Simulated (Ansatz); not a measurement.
One geometry of the cluster Ag₂Ge, several levels of theory.

```yaml
crystal:
  periodic: [false, false, false]
  atoms:
    - {symbol: Ag, position_ang: [-0.996694, 1.083107, -0.733898]}
    - {symbol: Ag, position_ang: [0.013176, -1.642284, 0.088551]}
    - {symbol: Ge, position_ang: [0.983517, 0.559177, 0.645347]}
basis:
  gaussian: {orbitals: def2-TZVP, initial_orbitals: start.molden}
hamiltonian: {xc: {name: BLYP}, dispersion: d4}
scf: {omitted_lower_state_checks: [starts]}
output: {orbitals: {seedname: orbitals}}
```

The file start.molden holds the orbitals of an earlier run on this structure, at another level or in another basis.

```sh
$ ansatz run in.yaml --threads 4 --pin off --events-out ev --progress --plain --max-ram 3916MiB
```

Shortened log:

```
Functional definition: BLYP
1064 factors; their error is unknown
mean field evaluation 1: about -64518.3623 eV, gradient 1.2e1 eV
mean field evaluation 2: about -64518.6216 eV, gradient 3.1e-1 eV
mean field evaluation 4: about -64518.6122 eV, gradient 2.7e-2 eV
mean field -64518.61221837 eV, -2371.0152667388 hartree, gradient 2.8e-5 eV, S^2 0.000000; 0 other end points of the search recorded, 0 dependent functions left out
reference -64518.61249317 eV, -2371.0152768379 hartree; 35, 35 occupied and 93, 93 virtual orbitals, 1064 factors
Total energy: -64518.86973540 eV, -2371.0247303154 hartree
Checks for a lower state left out: starts
```

It took 1.5 s on 4 threads of Arm Neoverse V1 on a shared host.

First input, but with `hamiltonian: {xc: pbe}`, `correlation: {method: rpa}` and without the key `output` (abridged; 3.1 s):

```
Functional definition: PBE
mean field -64510.76666997 eV, -2370.7269481532 hartree, gradient 9.8e-6 eV, S^2 0.000000
9 core orbitals not correlated: weight in the atoms' cores, before any rotation towards them, 1.000 or more for the frozen orbitals, at most 0.000 for the correlated occupied ones
Total energy: -64467.20807988 eV, -2369.1261994924 hartree
Checks for a lower state left out: starts
```

The first input with `correlation: {method: mp2}` and without the key `hamiltonian` (abridged; 1.5 s):

```
Functional definition: HF
mean field -64425.17035133 eV, -2367.5813414626 hartree, gradient 3.3e-6 eV, S^2 0.000000; unrestricted orbitals would lower it
mean field evaluation 16: about -64425.2661 eV, gradient 4.3e-1 eV
9 core orbitals not correlated: weight in the atoms' cores, before any rotation towards them, 1.000 or more for the frozen orbitals, at most 0.000 for the correlated occupied ones
second order -32.98928143 eV of doubles, -0.00000000 eV of singles
Total energy: -64458.15963276 eV, -2368.7936751942 hartree
Checks for a lower state left out: starts
```

First input, but with `gaussian: {orbitals: def2-SVP, initial_orbitals: start.molden}`, `hamiltonian: {xc: pbe, dispersion: d4}` (abridged; 0.95 s):

```
Functional definition: PBE
mean field -64501.51673068 eV, -2370.3870191543 hartree, gradient 1.7e-5 eV, S^2 0.000000
Total energy: -64501.64210751 eV, -2370.3916266677 hartree
Checks for a lower state left out: starts
```

The first input with `gaussian: {orbitals: def2-TZVPD, initial_orbitals: start.molden}`, `hamiltonian: {xc: r2scan, dispersion: d4}` (abridged; 3.6 s):

```
Functional definition: r2SCAN
mean field -64520.68212106 eV, -2371.0913342598 hartree, gradient 2.1e-5 eV, S^2 0.000000
Total energy: -64520.70362511 eV, -2371.0921245192 hartree
Checks for a lower state left out: starts
```

As the first input, with `hamiltonian: {xc: {text: "exchange = 0.65*pbe_x + 0.35*exact_x\ncorrelation = pbe_c"}}` (abridged; 1.9 s):

```
Functional definition: unnamed
mean field -64510.76569982 eV, -2370.7269125008 hartree, gradient 2.3e-5 eV, S^2 0.000000
Total energy: -64510.76572461 eV, -2370.7269134117 hartree
Checks for a lower state left out: starts
```

The first input with `gaussian: {orbitals: def2-SVP, initial_orbitals: start.molden}`, `hamiltonian: {xc: pbe0, dispersion: d4}` (abridged; 1.8 s):

```
Functional definition: PBE0
mean field -64501.56734992 eV, -2370.3888793769 hartree, gradient 2.6e-5 eV, S^2 0.000000
Total energy: -64501.67347963 eV, -2370.3927795719 hartree
Checks for a lower state left out: starts
```

Geometry: PBE0-D4/def2-TZVP.

In the def2 sets Ag takes a core potential; there is no spin–orbit coupling. Correlated methods freeze 9 core orbitals; core or outer-core shells of Ag, Ge are correlated, in sets that lack core-valence functions. At MP2/def2-TZVP the restricted singlet (for correlated methods, its reference) is unstable: a solution with broken spin symmetry lies lower. The structure comes from a short search, and lower isomers may exist.
